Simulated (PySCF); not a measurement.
A single-point calculation

Hg2F2 (singlet). PySCF 2.14.0, RKS PBE0, Hg def2-SVP with ECP60, F def2-SVP; non-relativistic Hamiltonian with scalar-relativistic core potentials where named; density fitting; no spin-orbit coupling. Purpose: singlet excitations, Tamm-Dancoff PBE0.

```python
mol = gto.M(atom='''
Hg     0.00000    -0.00000     1.78047
Hg    -0.00000     0.00000    -1.78047
F      1.38429    -0.00000    -0.00000
F     -1.38429     0.00000     0.00000''',
    basis={'Hg': 'def2-SVP', 'F': 'def2-SVP'},
    ecp={'Hg': 'def2-SVP'},
    charge=0, spin=0)
mf = dft.RKS(mol, xc='PBE0')
mf.grids.atom_grid = (50, 194)
mf = mf.density_fit()  # fitting sets: Hg def2-universal-JKFIT, F def2-universal-JKFIT
mf.conv_tol = 1e-08; mf.max_cycle = 55
mf.kernel(dm0)  # dm0: converged density of the relaxed state
td = mf.TDA(); td.nstates = 8; td.kernel()
```

Run from Python with OMP_NUM_THREADS=2; the lines above give its settings. Where DIIS fails, smearing, a level shift and second-order steps follow.
It took 20 s on 2 threads of Arm Neoverse V2 (shared host), from an already converged density.

Question: Where do the frontier levels lie, over both spins?

Answer: HOMO -6.56 eV, LUMO -4.77 eV. The gap is small, and the closed shell wasn't tested for a lower spin-broken solution.

Question: What does the SCF print?

Answer: 
```
init E= -506.237374396305
cycle= 1 E= -506.240274832309  delta_E= -0.0029  |g|= 0.0625  |ddm|= 0.321
cycle= 2 E= -506.238518999346  delta_E= 0.00176  |g|= 0.117  |ddm|= 0.167
cycle= 3 E= -506.241002509854  delta_E= -0.00248  |g|= 0.0128  |ddm|= 0.102
cycle= 4 E= -506.241034052483  delta_E= -3.15e-05  |g|= 0.00176  |ddm|= 0.0163
...
cycle= 7 E= -506.24103469727  delta_E= 3.25e-09  |g|= 0.000148  |ddm|= 0.000612
cycle= 8 E= -506.24103470625  delta_E= -8.98e-09  |g|= 1.74e-05  |ddm|= 0.000472
Extra cycle  E= -506.241034705357  delta_E= 8.93e-10  |g|= 5.27e-05  |ddm|= 0.000172
converged SCF energy = -506.241034705357
```

Question: What are the Mulliken charges and spins?

Answer: 
| atom | charge (e) | spin (e) |
| --- | --- | --- |
| Hg1 | 0.430 | 0.000 |
| Hg2 | 0.430 | 0.000 |
| F3 | -0.430 | 0.000 |
| F4 | -0.430 | 0.000 |

Question: Which singlet excitations follow (Tamm-Dancoff, 8 states)?

Answer: 
```tsv
state	eV	oscillator strength
1	2.73	0.0000
2	2.80	0.7077
3	3.14	0.0000
4	3.36	0.0000
5	4.15	0.0052
6	4.83	0.9597
7	5.50	0.0000
8	5.63	0.3359
```
Functionals without range separation put charge-transfer states too low; the basis has no diffuse functions.

The geometry was relaxed with TPSS (Hg def2-SVP with ECP60, F def2-SVP).
